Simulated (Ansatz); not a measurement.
Species: sum formula HSO (charge 0, doublet). It need not be the lowest isomer of its formula. SMILES: [O]S
Geometry: optimised at B3LYP-D3(BJ)/def2-TZVP (Ansatz, an electronic-structure program).

Parts of the frozen-core correlation energy in cc-pV(D+d)Z (Ansatz, hartree). Frozen orbitals: 6; correlated occupied orbitals by spin: 7 and 6; virtual: 29 and 30. UHF or UKS for open shells. Spin-orbit coupling is left out. No relativistic terms.

| term | value |
|---|---|
| reference (HF) | -472.92566 |
| MP2 opposite-spin | -0.21937 |
| MP2 same-spin | -0.07768 |
| CCSD correlation | -0.32477 |
| (T) | -0.00920 |
| CCSDT minus CCSD(T) | -0.00093 |
| T1 diagnostic | 0.033 |
| largest doubles amplitude | 0.045 |
| <S^2> of the reference | 0.770 |
